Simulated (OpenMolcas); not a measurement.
## Nb4+: effect of the metal basis

Nb4+ with its 6 nearest chloride ions at 2.442 Å, on the Zr site of Cs2ZrCl6 (a = 10.407 Å, distance in the model lattice 2.446 Å). The rest of the host is ab initio model potentials to 7.6 Å and point charges beyond; the distance is set by hand and nothing relaxes.

| Quantity | Value |
| --- | --- |
| Program | OpenMolcas |
| Method | SS-CASPT2, IPEA 0.25 Eh, imaginary shift 0.1 Eh (closed shells correlated: 4s 4p and the ligand valence shells) |
| Spin-orbit coupling | RASSI with atomic mean-field integrals over the reference wave functions |

Fixed: ligand basis ANO-RCC-VDZP, active space 1 electron in 5 orbitals (4d), DKH2 Hamiltonian.

States (labels of O, the rotations of Oh). Energies in cm-1 above the lowest state or level, χT in cm3 K/mol; under a threefold ground state the first gap can be a small split of the lowest multiplet, not the spin-orbit step; 10Dq is the gap between the two states.

| Run | Metal basis | Ground state | First state of that spin | 10Dq | First gap with spin-orbit (degeneracies) | χT at 300 K | Cost |
| --- | --- | --- | --- | --- | --- | --- | --- |
| A | ANO-RCC-VDZP | 2T2 | 2E 27220 | 27217 | 880 (4, 2) | 0.166 | roughly 11 core-seconds |
| B | ANO-RCC-VTZP | 2T2 | 2E 26140 | 26144 | 890 (4, 2) | 0.165 | roughly 40 core-seconds |

Against A, |10Dq| changes by -3.9 % in B.

Costs are those of the CASPT2 steps.

Roots that are degenerate in the reference are averaged as groups; the widest CASPT2 spread within a group is 63 cm-1 (the 3-fold group of multiplicity 2 near 0 cm-1 above the lowest state of its run, A). Shifts and gaps below about the spread of the groups concerned are not significant. Over all roots computed the reference weight is 0.67 in A, 0.66 in B; a low but even weight reflects the number of correlated electrons. An orbital triplet at a regular site is open to Jahn-Teller coupling, which can distort the site and quench the lowest spin-orbit gaps and is left out. Ligand-to-metal charge-transfer states are missing. With one d shell and no ligand orbital active, 10Dq can be off by a tenth or more. The least metal-like active orbital is 71 % on the metal (Löwdin) and no ligand orbital is active, so the numbers are rough (holds for A). The least metal-like active orbital is 72 % on the metal (Löwdin) and no ligand orbital is active, so the numbers are rough (holds for B). No measured value stands beside these numbers; the geometry was set by hand and not optimised.
